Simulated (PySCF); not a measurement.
Unknown compound

An unknown has the formula C$_{7}$H$_{7}$ClOSi. Its calculated NMR data are:

$^{1}$H NMR (600 MHz, computed): δ 8.33 (d, 2H), 7.86 (d, 2H), 4.59 (s, 3H).

$^{13}$C{$^{1}$H} NMR (computed): δ 175.1 (C), 144.8 (C), 141.8 (CH, 2C), 137.1 (C), 137.1 (CH, 2C).

[PySCF 2.14.0 with density-fitted response routines: shieldings: GIAO PBE0/pcSseg-1; PBE0-D3(BJ)/def2-SVP geometry; one computed conformer; isolated molecule; rapidly exchanging positions averaged; non-relativistic]

δ = σ(ref) − σ, references computed at the same level: TMS for $^{1}$H and $^{13}$C.

Propose a structure and justify it.

## Answers


The formula gives 5 degrees of unsaturation (1 ring in the answer). 5 carbon signals for 7 carbons: some carbons are equivalent by symmetry or fast rotation. Carbon types of the structure: 3 × C, 4 × CH, leaving 3 H on heteroatoms. δC 175.1: carbonyl carbon. δC 144.8, 137.1: substituted aromatic carbon. δC 141.8, 137.1: aromatic CH. δH 8.33, 7.86: hydrogen on an aromatic CH. δH 4.59: hydrogen on a silicon bonded to C.

Structure: `c1c(C(=O)Cl)ccc([SiH3])c1`.

The shifts were computed for this structure.

Carbons that carry Cl, above all several Cl atoms, come out too deshielded, partly because spin–orbit coupling is missing. Shifts are as computed. Against solution values, carbons near 30 ppm lie about +2 ppm off and those near 130 ppm about +5 ppm; carbons on Cl a further +5 ppm. Of 1313 compounds with measured shifts, 239 miss one by over three times the rms of a fit or turn the order of signals round; such compounds aren't used in these exercises. Multiplicities follow the n + 1 count of equivalent neighbours, as no J values were calculated; m marks all less simple cases, F and P coupling included.
